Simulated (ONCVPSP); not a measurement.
## strontium (Sr): variants of one ONCV potential

Base potential:

* Element: strontium
* Generator: ONCVPSP 4.0.1
* Type: optimised norm-conserving Vanderbilt (ONCV)
* Functional: BLYP
* Relativity: scalar-relativistic
* Frozen core: [Ar] 3d10
* Valence charge: 10
* Reference configuration: 4s2 4p6 (charge +2)
* Partial waves: 4s: rc 1.80 bohr, ncon 5, nbas 8, qcut 5.9 1/bohr, 2 projectors, debl 1.1 Ha; 4p: rc 1.70 bohr, ncon 3, nbas 7, qcut 5.1 1/bohr, 3 projectors, debl 3 Ha; d scattering state at 0.31 Ha: rc 1.70 bohr, ncon 4, nbas 7, qcut 6.7 1/bohr, local
* Local potential: the d channel
* Core correction: Teter function, fcfact 3.75, rcfact 1.25

In the s channel the program set the typed energies aside and used -2.005, 0.250 Ha. In the d channel the program set the typed energies aside and used 0.050 Ha.

Cutoffs, loose and tight: the cutoffs (Ha) at which the residual kinetic energy of the hardest occupied pseudo-wave falls to 1 and 0.1 mHa per electron. They do not see the model core or the augmentation charge, which bear on the density cutoff. Test errors are all-electron minus pseudo excitation energies from the reference, over the configurations 4s2 4p6 5s2; 4s2 4p6 5s1; 4s2 4p6 5s1.5; 4s2 4p6 4d0.5 5s1.5. A dash means not determined; rows that change the core or the reference have their own tests. The largest error is taken over the tests solved by every variant that gives reliable tests at all: 4s2 4p6 5s1; 4s2 4p6 5s1.5; 4s2 4p6 5s2.

```tsv
change	outcome	cutoff, loose	cutoff, tight	bound ghosts	GHOST(+) flags above zero	largest test error (meV)
base	generated, projector energies reset by the program	16 Ha	41 Ha	none	s	+2.0
p: qcut 4.1	generated, projector energies reset by the program	16 Ha	41 Ha	none	s	+2.1
p: qcut 5.2	generated, projector energies reset by the program	16 Ha	41 Ha	none	s	+2.0
p: qcut 6.3	generated, projector energies reset by the program	16 Ha	41 Ha	none	s	+1.9
p: qcut 6.9	generated, projector energies reset by the program	16 Ha	41 Ha	none	s	+1.8
```

What comes out with this change to the base: p: qcut 7.5?

outcome: generated, projector energies reset by the program; cutoff, loose: 17 Ha; cutoff, tight: 41 Ha; bound ghosts: none; GHOST(+) flags above zero: s; largest test error (meV): +1.7.

What comes out with this change to the base: p: qcut 4.5?

outcome: generated, projector energies reset by the program; cutoff, loose: 16 Ha; cutoff, tight: 46 Ha; bound ghosts: none; GHOST(+) flags above zero: s; largest test error (meV): +2.1.

What comes out with this change to the base: p: qcut 3?

outcome: generated, projector energies reset by the program; cutoff, loose: 16 Ha; cutoff, tight: 44 Ha; bound ghosts: none; GHOST(+) flags above zero: s; largest test error (meV): +1.9.

Reading the sweep of the qcut of the p channel (base included, trends over the rows without a ghost): The loose cutoff stays near 16 Ha.
